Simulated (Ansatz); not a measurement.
Caution, from a PySCF single point (B3LYP-D3(BJ)/def2-TZVPD) at this geometry: the highest occupied level lies above zero, so the state may not be bound. This singlet lies 0.51 eV below the relaxed triplet at the level frozen-core CCSD(T)/aug-cc-pVDZ // B3LYP-D3(BJ)/def2-TZVPD (Ansatz, an electronic-structure program).

A geometry relaxed with B3LYP-D3(BJ)/def2-TZVPD (Ansatz), charge -1, multiplicity 1:

```xyz
8

H     -0.8598    -1.4164    -0.3612
H     -2.1350     0.5846     0.1978
C     -1.0674     0.6303     0.0007
H     -0.6348     1.6270    -0.0090
B      1.1493    -0.4980    -0.7717
O      2.1286    -0.3139     0.1885
H      1.7505    -0.1542     1.0846
C     -0.3313    -0.4593    -0.3297
```

Problem. Write the SMILES of this molecule.

Solution. `C=C[B-]O`
